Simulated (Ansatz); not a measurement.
Reactions of CH4FNOSi (`O[SiH2]N=CF`).

Calculated with Ansatz (gas phase, PBE0-D4/def2-TZVP geometries, no zero-point term in ΔE). CCSD(T)/CBS adds triple-zeta CCSD(T) − MP2 to the extrapolated MP2 energy (def2 sets, frozen cores). This one scheme is used for every species. Double bonds are as drawn, so ΔE can hold a change between cis and trans. One conformer a species, not always the lowest.

(1) Order these by ΔE at CCSD(T)/CBS, lowest first. (Best estimate.)
A. `O[SiH2]/N=C/F` → `N[Si]1(F)CO1`
B. `O[SiH2]/N=C/F` + `BN` → `BN[SiH2]O` + `N=CF`
C. `O[SiH2]/N=C/F` → `F[SiH]1NCO1`
D. `O[SiH2]/N=C/F` → `FC1N[SiH2]O1`
E. `O[SiH2]/N=C/F` + H₂ → `F/C=N/[SiH3]` + H₂O
F. `O[SiH2]/N=C/F` → `C=N[SiH](O)F`
G. `O[SiH2]/N=C/F` → `NC(=O)[SiH2]F`
H. `O[SiH2]/N=C/F` + `C[SiH](O)O` → `C[SiH](O)O[SiH2]O` + `N=CF`

Largest T1 diagnostic: 0.015, for `NC(=O)[SiH2]F`.

## Answers

(1) F (-181.9 kJ/mol), C (-143.3 kJ/mol), A (-116.5 kJ/mol), H (-68.0 kJ/mol), G (-43.8 kJ/mol), B (+4.5 kJ/mol), D (+45.9 kJ/mol), E (+82.1 kJ/mol).
